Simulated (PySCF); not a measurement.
This PySCF input asks for the NMR shieldings of HSiCl(SBu)2, C$_{8}$H$_{19}$ClS$_{2}$Si; the geometry comes from PBE0-D3(BJ)/def2-SVP.

```python
import basis_set_exchange as bse
import numpy as np
from pyscf import gto, dft
from pyscf.prop import nmr

atoms = """
C     4.355252    1.537301   -0.133901
C     3.973619    0.108055   -0.480765
C     3.458868   -0.677171    0.715819
C     3.074749   -2.117037    0.421842
S     1.816366   -2.363227   -0.897982
Si    0.158350   -1.334245   -0.066176
Cl   -0.173798   -1.902568    1.912555
S    -1.473089   -1.898822   -1.301101
C    -2.881035   -1.273026   -0.304906
C    -2.967745    0.237497   -0.195825
C    -4.223595    0.697684    0.533997
C    -4.307095    2.208935    0.674325
H     4.721156    2.082673   -1.016692
H     5.148871    1.570179    0.630145
H     3.491914    2.093862    0.265373
H     4.842389   -0.420504   -0.912118
H     3.201761    0.103641   -1.268317
H     2.599424   -0.150271    1.167990
H     4.231758   -0.700978    1.505414
H     3.941150   -2.687789    0.051931
H     2.707976   -2.621785    1.327492
H     0.363448    0.136699    0.018055
H    -3.765033   -1.680557   -0.819571
H    -2.834968   -1.746773    0.688005
H    -2.079917    0.622990    0.335646
H    -2.932438    0.677826   -1.206768
H    -4.255554    0.228146    1.532885
H    -5.113001    0.323054   -0.002983
H    -3.448020    2.604783    1.239463
H    -4.307594    2.701747   -0.311045
H    -5.222391    2.516677    1.201702
"""
names = dict.fromkeys(["C", "S", "Si", "Cl", "H"], "pcSseg-1")
basis = {el: gto.basis.parse(bse.get_basis(n, elements=[el], fmt="nwchem")) for el, n in names.items()}
mol = gto.M(atom=atoms, basis=basis, charge=0, verbose=0)
mf = dft.RKS(mol, xc="PBE0")
mf.grids.level = 2
mf.grids.alignment = dft.numint.BLKSIZE   # the property module wants whole blocks of grid points
mf.conv_tol = 1e-9
mf.kernel()

calc = nmr.RKS(mf)   # GIAO
C = mf.mo_coeff
Co = C[:, mf.mo_occ > 0]
resp = mf.gen_response(singlet=True, hermi=2)
def vind(x):   # induced exchange potential for any number of trial vectors
    d = np.einsum("pi,xij,qj->xpq", C, 2 * x.reshape(-1, C.shape[1], Co.shape[1]), Co, optimize=True)
    return np.einsum("xpq,pi,qj->xij", resp(d - d.transpose(0, 2, 1)), C, Co, optimize=True).ravel()
mo1, _ = nmr.rhf.solve_mo1(calc, with_cphf=vind)
sigma = calc.kernel(mo1)
for i, s in enumerate(sigma):   # ppm
    w = np.linalg.eigvalsh((s + s.T) / 2)
    print("%2d %-2s iso %8.1f  s11 %8.1f  s22 %8.1f  s33 %8.1f" % (i, mol.atom_pure_symbol(i), w.mean(), *w))
```

**Question.** What are the results?

**Answer.** 
```
 0 C  iso    168.7  s11    158.0  s22    161.9  s33    186.2
 1 C  iso    161.7  s11    148.6  s22    166.7  s33    169.8
 2 C  iso    151.3  s11    135.1  s22    152.3  s33    166.6
 3 C  iso    149.9  s11    127.5  s22    155.2  s33    166.9
 4 S  iso    611.3  s11    533.8  s22    556.2  s33    744.0
 5 Si iso    323.9  s11    254.4  s22    357.8  s33    359.6
 6 Cl iso    904.3  s11    771.9  s22    911.4  s33   1029.5
 7 S  iso    588.1  s11    501.0  s22    558.6  s33    704.7
 8 C  iso    151.8  s11    128.2  s22    152.4  s33    174.9
 9 C  iso    146.9  s11    122.1  s22    143.5  s33    175.1
10 C  iso    158.3  s11    146.0  s22    155.9  s33    173.0
11 C  iso    168.3  s11    156.8  s22    162.0  s33    186.2
12 H  iso     30.0  s11     25.5  s22     27.0  s33     37.6
13 H  iso     30.4  s11     26.0  s22     28.0  s33     37.1
14 H  iso     30.5  s11     25.6  s22     29.8  s33     36.0
15 H  iso     30.4  s11     24.8  s22     30.0  s33     36.2
16 H  iso     29.4  s11     23.4  s22     30.4  s33     34.3
17 H  iso     30.0  s11     24.6  s22     31.3  s33     34.0
18 H  iso     29.9  s11     24.7  s22     29.0  s33     36.0
19 H  iso     28.8  s11     22.5  s22     27.2  s33     36.6
20 H  iso     28.1  s11     22.5  s22     28.1  s33     33.6
21 H  iso     24.8  s11     20.1  s22     25.8  s33     28.6
22 H  iso     28.9  s11     22.1  s22     28.8  s33     35.9
23 H  iso     28.6  s11     23.0  s22     30.3  s33     32.3
24 H  iso     29.9  s11     23.7  s22     31.0  s33     34.9
25 H  iso     30.0  s11     25.3  s22     31.4  s33     33.4
26 H  iso     30.2  s11     25.1  s22     30.9  s33     34.5
27 H  iso     30.1  s11     24.8  s22     30.1  s33     35.5
28 H  iso     30.4  s11     25.8  s22     29.6  s33     35.8
29 H  iso     30.3  s11     26.2  s22     28.5  s33     36.4
30 H  iso     30.1  s11     25.3  s22     27.0  s33     37.9
```

These numbers come from an equivalent density-fitted implementation of the same equations, which agrees with the script to about 0.01 ppm for H and up to a few tenths of a ppm for heavy atoms, so last digits may differ.

**Question.** Turn these shieldings into chemical shifts. Shifts are taken against calculated references (same method and geometry level): ¹³C (σ = 184.41 ppm) and ²⁹Si (σ = 351.99 ppm) and ¹H (σ = 31.27 ppm) against TMS; CS2 for ³³S (σ = 495.66 ppm); ³⁵Cl (σ = 943.27 ppm) vs HCl.

**Answer.** Averaging equivalent atoms: C 2/9: 35.3; C 3/8: 33.6; C 1/10: 24.4; C 0/11: 15.9; S 4/7: -104; Si 5: 28.1; Cl 6: 39; H 21: 6.45; H 20/23: 2.94; H 19/22: 2.41; H 16/27: 1.51; H 18/24: 1.38; H 17/25: 1.28; H 15/26: 1.01; H 12/13/14/28/29/30: 0.99 ppm. 

Size and cost of the density-fitted run: 327 basis functions; peak memory 2.5 GiB.
